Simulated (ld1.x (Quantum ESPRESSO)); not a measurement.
What the settings do to the TM potential of ruthenium

Base potential:

Ru (Z = 44), norm-conserving Troullier–Martins (Kleinman–Bylander form), made with ld1.x (Quantum ESPRESSO) 7.5 (PBE, scalar-relativistic). Core [Kr], reference 4d7 5s1 5p0. Waves: 5s (bound): rc 2.95 bohr; 5p (bound, empty): rc 4.20 bohr; 4d (bound): rc 1.40 bohr. Local part: the d channel. Core correction: none.

All-electron outer shells of the reference configuration (PBE, scalar-relativistic, ld1.x):

```
shell  level (eV)  outermost node (bohr)  outermost maximum (bohr)
   4s      -76.37                   0.48                      0.92
   4p      -46.42                   0.49                      0.98
   4d       -5.20                   0.48                      1.21
   5s       -4.24                   1.24                      2.73
   5p       -0.91                   1.41                      3.97
```

Cutoffs, loose and tight: the cutoffs (Ry, on a coarse ladder) from which the occupation-weighted sum of valence levels, in a spherical-Bessel basis at the reference potential, stays within 10 and 1 mRy of its value at 400 Ry. They do not see the model core or the augmentation charge, which bear on the density cutoff. Test errors are all-electron minus pseudo excitation energies from the reference, over the configurations 4d7 5s0 5p0; 4d6 5s0 5p0; 4d5 5s0 5p0; 4d4 5s0 5p0; 4d6 5s1 5p1; 4d7 5s0 5p1; 4d6 5s1 5p0. A dash means not determined; rows that change the core or the reference have their own tests. The largest error is taken over the tests solved by every variant that gives reliable tests at all: 4d4 5s0 5p0; 4d5 5s0 5p0; 4d6 5s0 5p0; 4d6 5s1 5p0; 4d7 5s0 5p0; 4d7 5s0 5p1.

A true bound ghost makes a file unfit for plane-wave use even where its test errors are small: the radial tests pick states by their node count and pass the ghost by. Where a test does run into it, the solver fails or the error is huge.

| change | outcome | cutoff, loose | cutoff, tight | bound ghosts | largest test error (meV) |
| --- | --- | --- | --- | --- | --- |
| base | generated | 55 Ry | 70 Ry | s, p | -282 |
| wave 5p (bound): rc 4.20 bohr becomes 5p (bound): rc 4.36 bohr | generated | 55 Ry | 70 Ry | s, p | -282 |
| functional LDA (PZ) | generated | 55 Ry | 70 Ry | s, p | -288 |
| local potential the s channel | generated | 55 Ry | 70 Ry | none | -1103 |
| core [Ar] 3d10, valence charge 16; reference 4s2 4p6 4d7 5s0 5p0; waves now 4p (bound): rc 1.55 bohr; 4d (bound): rc 1.20 bohr; 4s (bound): rc 1.30 bohr; local potential the s channel | generated | 90 Ry | 160 Ry | none | +636 |
| wave 5p (bound): rc 4.20 bohr becomes 5p (bound): rc 5.32 bohr | generated | 55 Ry | 70 Ry | s, p | -282 |

**Question.** What comes out with this change to the base: wave 5s (bound): rc 2.95 bohr becomes 5s (bound): rc 3.28 bohr?

**Answer.** outcome: generated; cutoff, loose: 55 Ry; cutoff, tight: 70 Ry; bound ghosts: s, p; largest test error (meV): -372.

**Question.** What comes out with this change to the base: wave 4d (bound): rc 1.40 bohr becomes 4d (bound): rc 1.28 bohr?

**Answer.** outcome: generated; cutoff, loose: 60 Ry; cutoff, tight: 80 Ry; bound ghosts: s, p; largest test error (meV): -279.
